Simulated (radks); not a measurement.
Fractional charge and spin in the 3s shell of phosphorus: the spin-up occupation runs from 0 to 1 and the spin-down occupation from 0 to 1; the fullest corner is P2+, [Ne] 3p(up 0.5, down 0.5) 3s(up 1, down 1). Calculated with a radial shooting solver on a logarithmic mesh with Libxc functionals: scalar-relativistic Kohn-Sham, PBE, spin-polarised, spherical densities, point nucleus. Energy (eV) minus the two flat planes that join the four corners (they meet along the diagonal where the two added fractions sum to one electron); zero is where a piecewise linear energy would lie.

down \ up,0,0.25,0.5,0.75,1
0,0.000,-1.120,-1.495,-1.122,0.000
0.25,-1.120,-1.364,-0.874,0.354,-1.052
0.5,-1.495,-0.874,0.473,-0.827,-1.401
0.75,-1.122,0.354,-0.827,-1.295,-1.050
1,0.000,-1.052,-1.401,-1.050,0.000

Corners above the fullest one (they belong to P3+ and the next ion): (up 1, down 0) 39.547 eV, (up 0, down 1) 39.547 eV, (up 0, down 0) 92.584 eV. With half an added electron in each spin the energy lies 0.473 eV from the planes, and with half an added electron in spin up alone -1.495 eV. The planes are only a guide here: the flat-plane condition holds for ground states with one frontier orbital, while this shell lies below other occupied shells, so the corners above the fullest one are inner-hole states and not the ground states of those ions.
